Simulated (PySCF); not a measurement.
Gas-phase reaction: TiO2 + 2 HCl + 2 ClO = TiCl4.H2O + 3 O. Level: M06-2X/def2-TZVP†; standard pressure 1 bar.

Computed with PySCF and rigid-rotor harmonic-oscillator thermochemistry at 1 bar. † marks an energy on the PBE0/def2-TZVP geometry and frequencies. Open shells (unrestricted): ClO (multiplicity 2, electronic degeneracy 4), O (multiplicity 3, electronic degeneracy 9); the rest are closed-shell singlets. Spin-orbit splitting is ignored; it lowers the true energy and changes the entropy of ClO, O. Adducts (TiCl4.H2O) have no counterpoise correction, and HF, PBE, BLYP, B3LYP and PBE0 lack dispersion. TiCl4.H2O: computed as isolated molecules; such fragments, hydroxides, amides, oligomers or adducts are transient or little studied in the gas. The harmonic model lacks anharmonicity and excited electronic states, which grow with temperature; levels with a mode under 35 cm⁻¹ are left out. Soft modes under 120 cm⁻¹ make the harmonic entropy rough for TiCl4.H2O.

| T (K) | 1000/T (1/K) | log10 K |
|---|---|---|
| 600 | 1.6667 | -1.06 |
| 800 | 1.2500 | ? |
| 1000 | 1.0000 | -3.50 |
| 1200 | 0.8333 | -4.01 |
| 1400 | 0.7143 | -4.32 |
| 1600 | 0.6250 | -4.53 |

**Question.** Fit log10 K = a + b·(1000/T) to the five rows, get the mean ΔH° and ΔS°, and predict log10 K at 800 K.

**Answer.** Means: 1000/T = 0.9679, log10 K = -3.484. Sums of products about the means: Sxy = 2.33486, Sxx = 0.689362, so b = Sxy/Sxx = 3.39 and a = -3.484 − (3.39)×0.9679 = -6.77.
ΔH° = −R ln 10 × 1000 K × b = −19.145 × (3.39) = -65 kJ; ΔS° = R ln 10 × a = -130 J/K. The run's own values go from -76 kJ and -147 J/K at 600 K to -41 kJ and -112 J/K at 1600 K.
Prediction at 800 K: -6.77 + (3.39)×1.2500 = -2.53. The computed value is -2.65, 0.12 from the line.
For scale, ΔH°(298 K) is -88 kJ at this level, -19 kJ at ωB97M-V/def2-TZVP†, and runs from -88 to 642 kJ over the 14 levels computed.
